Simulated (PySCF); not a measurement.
# Correlation energy of P (phosphorus, neutral)

[Ne] 3s1 3p3 4s1, high-spin 6S determinant (an excited configuration). All numbers are calculated (PySCF 2.14, the non-relativistic Hamiltonian (point nucleus), in dyall-av2z). Frozen: [Ne]; 5 electrons correlated; the 16 highest virtual orbitals of each spin left out.

```
  level  correlation energy (mhartree)
   CCSD                         -35.21
    (T)                          -0.31
CCSD(T)                         -35.52
  CCSDT                         -35.62
```

Diagnostics: T1 = 0.0061, D1 = 0.0176, largest double amplitude 0.039.

Task: Is a single reference adequate?

Result: Yes: T1 lies below 0.03 and no double amplitude reaches 0.07.
